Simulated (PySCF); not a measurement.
Computed shifts of a molecule C2H9NOSi, PySCF with PBE/pcSseg-1, GIAO, gas phase, equivalent atoms averaged, in ppm (number of nuclei): ¹³C: 54.7 (1), -0.4 (1). ²⁹Si: -14.1 (1). ¹⁵N: 32.9 (1). ¹H: 5.51 (1), 4.27 (3), 0.97 (2), 0.60 (3). References: ¹³C against TMS (σ = 182.0 ppm); ¹⁷O against H2O (σ = 334.3 ppm); ²⁹Si against TMS (σ = 335.4 ppm); ¹⁵N against NH3 (σ = 267.0 ppm); ¹H against TMS (σ = 31.49 ppm), references at their B3LYP-D3(BJ)/def2-TZVP geometries, non-relativistic. The structure is a stationary point at PBE-D3(BJ)/def2-SVP. Other conformers were not sampled.

### Question
Pick the molecule that these values belong to.
A. CCN[SiH2]O
B. COC[SiH2]N
C. C[Si](C)(N)O
D. CO[Si@H](C)N

### Answer
D, CO[Si@H](C)N
